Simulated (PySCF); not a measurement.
A structure optimised at PBE-D3(BJ)/def2-SVP, used in a PySCF frequency run:

```xyz
9

N     -1.6700    -1.2489     0.7915
Si    -0.1292    -0.5073     0.6506
N      1.0630    -1.7248     0.5119
F     -0.0288     0.4711     1.9611
Br     0.2190     0.8642    -1.0969
H     -1.9748    -1.8898     0.0555
H     -2.4517    -0.6900     1.1417
H      1.1040    -2.4755     1.2048
H      1.9762    -1.5121     0.1079
```

Write its SMILES and formula.

N[Si](N)(F)Br, BrFH4N2Si

What are its rotational constants (standard atomic weights)?

3.6763, 1.4830, 1.4326 GHz
